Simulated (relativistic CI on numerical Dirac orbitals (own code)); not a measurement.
**Crystal-field levels of Mo⁵⁺, 4d**

Calculated by Dirac-Coulomb-Breit CI, KLI orbitals optimised for each configuration, model QED, valence Slater integrals scaled by 0.7, one configuration in a parametric crystal field (own radial code).

Field parameters in Wybourne normalisation: D3d B²₀ = −7Dσ, B⁴₀ = −14Dq − 21Dτ, B⁴₃ = −14√(10/7) Dq. The field is a parameter set, without covalency.

S is read from ⟨S²⟩ = S(S + 1).

Levels (cm⁻¹, degeneracy): 0 (2), 1437 (2), 2760 (2), 23347 (2), 23467 (2).

Question: Which field gives this pattern?
A. D3d, 10Dq = 20550, Dσ = -1200, Dτ = 330 cm⁻¹
B. D3d, 10Dq = 20550, Dσ = -110, Dτ = 330 cm⁻¹
C. D3d, 10Dq = 20550, Dσ = 330, Dτ = 330 cm⁻¹
D. D3d, 10Dq = 20550, Dσ = 1200, Dτ = 330 cm⁻¹

Answer: B. D3d, 10Dq = 20550, Dσ = -110, Dτ = 330 cm⁻¹, ground level with S = 0.50.
